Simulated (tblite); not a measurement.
C5H10NO (doublet state).
Geometry (GFN2-xTB, Å), atoms numbered from 1 in this order:
```
atom  x, y, z in Å
C1     2.0593    0.8306   -0.8423
C2     1.7514   -0.0789    0.2654
C3     0.4800   -0.8725   -0.1208
O4     0.5749   -1.9726   -0.6253
N5    -0.7086   -0.2610    0.0761
C6    -0.9088    1.0045    0.7389
C7    -1.9223   -0.9866   -0.2345
H8     1.5805    1.7883   -0.9273
H9     2.5692    0.4530   -1.7066
H10    1.5915    0.4383    1.2117
H11    2.5372   -0.8263    0.3820
H12   -1.8144    1.4638    0.3414
H13   -0.0802    1.6823    0.5596
H14   -1.0373    0.8717    1.8189
H15   -1.6456   -1.9378   -0.6839
H16   -2.5325   -0.4154   -0.9372
H17   -2.5013   -1.1693    0.6739
```

Method: GFN2-xTB as coded in tblite; computed harmonic values from a numerical Hessian at the method's own geometry, unscaled. Against measured fundamentals such values can be off by several per cent, at times by over 20. One conformer, not necessarily the lowest. Open shells enter through the occupations alone, without spin polarisation, and single modes of such species can be off by tens of per cent.

Harmonic wavenumbers (cm⁻¹): 45.2, 90.5, 121.4, 147.7, 197.2, 218.7, 233.5, 320.1, 404.4, 442.2, 536.2, 569.5, 662.6, 751.7, 823.0, 962.6, 1044.9, 1045.4, 1089.2, 1113.9, 1118.0, 1151.5, 1192.4, 1237.2, 1260.9, 1381.3, 1392.9, 1411.0, 1424.2, 1456.0, 1464.8, 1477.3, 1486.8, 1493.7, 1726.1, 2929.9, 2961.1, 2975.9, 2980.1, 2993.7, 3004.1, 3044.0, 3062.8, 3123.8, 3170.7.

A = 3791, B = 2278, C = 1615 MHz; mass 100.076 u (most abundant isotopes); point group C1, symmetry number 1; spin multiplicity 2.

Zero-point energy?

½Σν̃ = 30870 cm⁻¹ = 88.26 kcal/mol.

Entropy at 400 K, 1 bar (ideal gas, RRHO, classical rotation)?

Translation 41.21, rotation 28.41, vibration 34.82, spin (R ln 2) 1.38: S = 105.8 cal/(mol K).

And Cp and H(400 K) − H(0)?

Cp = 41.72 cal/(mol K), of which vibrations give 33.77 (their classical limit is 45 R = 89.4); H(400 K) − H(0) = 10.29 kcal/mol without the zero-point energy, 7.11 from vibrations.

What must be added to the electronic energy to get the Gibbs energy at 400 K and 1 bar?

ZPE + [H(400 K) − H(0)] − T·S = 88.26 + 10.29 − 42.33 = 56.22 kcal/mol.

Which modes carry the vibrational entropy at 400 K?

45.2 cm⁻¹: 5.60; 90.5 cm⁻¹: 4.23; 121.4 cm⁻¹: 3.65; 147.7 cm⁻¹: 3.27; 197.2 cm⁻¹: 2.71; 218.7 cm⁻¹: 2.51 cal/(mol K); the other 39 give 12.86 together.

Hindered rotation and anharmonicity are outside this model. Other conformers, if any are populated, would add a mixing term that is left out. The structure is chiral; the term R ln 2 for an equal mix with its mirror image is left out.

Hardware: one thread, Arm Neoverse V1 (aarch64), shared host with 32 logical CPUs at a one-minute load of 33. Cost: 0.48 s. The figure is for the frequency step alone.
